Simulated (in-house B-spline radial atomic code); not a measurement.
## Tb⁷⁺: [Kr] 4d10 4f7 5s2 5p3 (with a hole in an inner shell)

Computed with a radial B-spline atomic code at the basis-set limit: Dirac-Hartree-Fock, average of configuration, Fermi nucleus of rms radius 5.06 fm.

Z_r = [3n² - l(l+1)]/(2<r>); Z_e = n√(-2ε); the last column is Slater's effective charge. Values are occupation-weighted means over j. An effective charge above Z reflects the relativistic contraction of the inner shells.

| shell | electrons | ε (eV) | <r> (bohr) | Z_r | Z_e | Slater |
| --- | --- | --- | --- | --- | --- | --- |
| 1s | 2 | -52415 | 0.0215 | 69.76 | 62.07 | 64.70 |
| 2s | 2 | -8900.2 | 0.09088 | 66.02 | 51.15 | 60.85 |
| 2p | 6 | -7943.3 | 0.08059 | 62.05 | 48.32 | 60.85 |
| 3s | 2 | -2111.8 | 0.2381 | 56.69 | 37.38 | 53.75 |
| 3p | 6 | -1807.6 | 0.2368 | 52.78 | 34.58 | 53.75 |
| 3d | 10 | -1396.6 | 0.2163 | 48.55 | 30.39 | 43.85 |
| 4s | 2 | -529.4 | 0.5399 | 44.45 | 24.95 | 37.25 |
| 4p | 6 | -425.42 | 0.5706 | 40.31 | 22.37 | 37.25 |
| 4d | 10 | -276.43 | 0.6174 | 34.01 | 18.03 | 25.85 |
| 5s | 2 | -149.24 | 1.236 | 30.34 | 16.56 | 14.35 |
| 5p | 3 | -121.35 | 1.369 | 26.67 | 14.93 | 14.35 |
| 4f | 7 | -119.2 | 0.736 | 24.46 | 11.84 | 16.90 |

The least bound orbital is 4f7/2 at -118.8 eV, while the most diffuse is 5p3/2 (<r> = 1.389 bohr against 0.7387 bohr): energy order and size order differ.

Spin-orbit splittings of the orbital energies (j = l + 1/2 above j = l - 1/2 when positive): 2p 748.5 eV, 3p 157.5 eV, 3d 33.93 eV, 4p 35.65 eV, 4d 6.581 eV, 5p 6.21 eV, 4f 0.9051 eV.

For the 1s electron the small component carries 5.88 % of the norm, the zero-frequency Breit interaction raises the level by 158.7 eV, self-energy by 95.39 eV, and vacuum polarisation lowers it by 15.78 eV.
